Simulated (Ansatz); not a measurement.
Ansatz (a quantum-chemistry and plane-wave program) input (B3LYP-D3(BJ)/def2-TZVP):

Ansatz 0.2 input:
```yaml
crystal:
  periodic: [false, false, false]
  atoms:
    - {symbol: O, position_ang: [1.41050800, -0.15348233, -0.19974319]}
    - {symbol: S, position_ang: [0.15534836, -0.00751345, 0.42319001]}
    - {symbol: F, position_ang: [-0.66073529, 1.27621793, -0.09785443]}
    - {symbol: F, position_ang: [-0.91720499, -1.10391405, -0.05953982]}
basis:
  gaussian:
    orbitals: def2-TZVP
hamiltonian:
  xc: b3lyp
  dispersion: d3bj
total_charge: 1
magnetization: {spin_polarized: true, initial_magnetization: 1}
relax: {f_tol: 0.002, max_steps: 150}
```

Output:

```
Functional definition: B3LYP
integrals: 0.04 GiB planned
734 factors; their error is unknown
mean field: 0.54 GiB planned
mean field evaluation 1: about -18292.8043 eV, gradient 7.1e1 eV
mean field evaluation 2: about -18232.8707 eV, gradient 1.5e2 eV
mean field evaluation 4: about -18305.7217 eV, gradient 2.4e1 eV
mean field evaluation 8: about -18307.5635 eV, gradient 1.5e-1 eV
mean field evaluation 16: about -18307.6058 eV, gradient 8.0e-4 eV
mean field -18307.60579549 eV, -672.7921036434 hartree, gradient 6.2e-5 eV, S^2 0.758787; 0 other end points of the search recorded, 0 dependent functions left out
the calculation of the forces begins
reference -18307.60595085 eV, -672.7921093526 hartree; 21, 20 occupied and 109, 110 virtual orbitals, 734 factors
relax step   1: F+E_penalty+E_count = -18307.70047806 eV  Δ(F+E_penalty+E_count) = +0.000e0 eV  max|allowed force component| = 4.054e0 eV/Å  Δτ_max = 0.0000 Å  (34 SCF iters, accepted)
these checks for a lower state are left out or cut short: starts, cluster_reference, orbital_swaps, neighbouring_geometries, increment
integrals: 0.04 GiB planned
734 factors; their error is unknown
mean field: 0.54 GiB planned
mean field -18307.74783760 eV, -672.7973235945 hartree, gradient 2.0e-5 eV, S^2 0.758238; 0 other end points of the search recorded, 0 dependent functions left out
the calculation of the forces begins
reference -18307.74799320 eV, -672.7973293128 hartree; 21, 20 occupied and 109, 110 virtual orbitals, 734 factors
relax step   2: F+E_penalty+E_count = -18307.84262372 eV  Δ(F+E_penalty+E_count) = -1.421e-1 eV  max|allowed force component| = 2.701e0 eV/Å  Δτ_max = 0.0271 Å  (39 SCF iters, accepted)
these checks for a lower state are left out or cut short: starts, cluster_reference, orbital_swaps, neighbouring_geometries, increment
integrals: 0.04 GiB planned
734 factors; their error is unknown
mean field: 0.55 GiB planned
mean field evaluation 32: about -18307.8551 eV, gradient 2.9e-5 eV
mean field -18307.85513558 eV, -672.8012667225 hartree, gradient 1.5e-5 eV, S^2 0.757307; 0 other end points of the search recorded, 0 dependent functions left out
the calculation of the forces begins
reference -18307.85529153 eV, -672.8012724536 hartree; 21, 20 occupied and 109, 110 virtual orbitals, 734 factors
relax step   3: F+E_penalty+E_count = -18307.95045314 eV  Δ(F+E_penalty+E_count) = -1.078e-1 eV  max|allowed force component| = 8.914e-1 eV/Å  Δτ_max = 0.0526 Å  (42 SCF iters, accepted)
these checks for a lower state are left out or cut short: starts, cluster_reference, orbital_swaps, neighbouring_geometries, increment
integrals: 0.04 GiB planned
734 factors; their error is unknown
mean field: 0.55 GiB planned
mean field -18307.87122271 eV, -672.8018579137 hartree, gradient 1.8e-5 eV, S^2 0.757506; 0 other end points of the search recorded, 0 dependent functions left out
the calculation of the forces begins
reference -18307.87137862 eV, -672.8018636433 hartree; 21, 20 occupied and 109, 110 virtual orbitals, 734 factors
relax step   4: F+E_penalty+E_count = -18307.96638049 eV  Δ(F+E_penalty+E_count) = -1.593e-2 eV  max|allowed force component| = 1.088e-1 eV/Å  Δτ_max = 0.0163 Å  (36 SCF iters, accepted)
these checks for a lower state are left out or cut short: starts, cluster_reference, orbital_swaps, neighbouring_geometries, increment
integrals: 0.04 GiB planned
734 factors; their error is unknown
mean field: 0.55 GiB planned
mean field -18307.87130254 eV, -672.8018608476 hartree, gradient 7.8e-6 eV, S^2 0.757493; 0 other end points of the search recorded, 0 dependent functions left out
the calculation of the forces begins
reference -18307.87145848 eV, -672.8018665782 hartree; 21, 20 occupied and 109, 110 virtual orbitals, 734 factors
relax step   5: F+E_penalty+E_count = -18307.96645925 eV  Δ(F+E_penalty+E_count) = -7.876e-5 eV  max|allowed force component| = 1.882e-2 eV/Å  Δτ_max = 0.0025 Å  (39 SCF iters, accepted)
these checks for a lower state are left out or cut short: starts, cluster_reference, orbital_swaps, neighbouring_geometries, increment
integrals: 0.04 GiB planned
734 factors; their error is unknown
mean field: 0.55 GiB planned
mean field -18307.87132435 eV, -672.8018616491 hartree, gradient 2.4e-5 eV, S^2 0.757528; 0 other end points of the search recorded, 0 dependent functions left out
the calculation of the forces begins
reference -18307.87148029 eV, -672.8018673796 hartree; 21, 20 occupied and 109, 110 virtual orbitals, 734 factors
relax step   6: F+E_penalty+E_count = -18307.96648914 eV  Δ(F+E_penalty+E_count) = -2.989e-5 eV  max|allowed force component| = 1.135e-2 eV/Å  Δτ_max = 0.0015 Å  (31 SCF iters, accepted)
these checks for a lower state are left out or cut short: starts, cluster_reference, orbital_swaps, neighbouring_geometries, increment
integrals: 0.04 GiB planned
734 factors; their error is unknown
mean field: 0.55 GiB planned
mean field -18307.87132913 eV, -672.8018618246 hartree, gradient 1.1e-5 eV, S^2 0.757511; 0 other end points of the search recorded, 0 dependent functions left out
the calculation of the forces begins
reference -18307.87148506 eV, -672.8018675549 hartree; 21, 20 occupied and 109, 110 virtual orbitals, 734 factors
relax step   7: F+E_penalty+E_count = -18307.96649286 eV  Δ(F+E_penalty+E_count) = -3.713e-6 eV  max|allowed force component| = 1.012e-3 eV/Å  Δτ_max = 0.0004 Å  (29 SCF iters, accepted)
integrals: 0.04 GiB planned
734 factors; their error is unknown
mean field: 0.55 GiB planned
mean field evaluation 64: about -18294.2898 eV, gradient 6.9e1 eV
mean field -18307.87132913 eV, -672.8018618246 hartree, gradient 1.2e-5 eV, S^2 0.757511; 1 other end points of the search recorded, 0 dependent functions left out
the calculation of the forces begins
reference -18307.87148506 eV, -672.8018675549 hartree; 21, 20 occupied and 109, 110 virtual orbitals, 734 factors
Total energy: -18307.96664879 eV, -672.8053647574 hartree
Atom 0 at     1.403683    -0.152343    -0.192006 Å, force     0.000282    -0.000024     0.000478 eV/Å
Atom 1 at     0.107480    -0.003201     0.381859 Å, force     0.001012    -0.000120    -0.000718 eV/Å
Atom 2 at    -0.636977     1.238474    -0.080542 Å, force    -0.000711    -0.000514     0.000129 eV/Å
Atom 3 at    -0.886271    -1.071621    -0.043259 Å, force    -0.000583     0.000658     0.000110 eV/Å
Dipole moment:    -0.029533     0.007326     0.256452 e Å
```
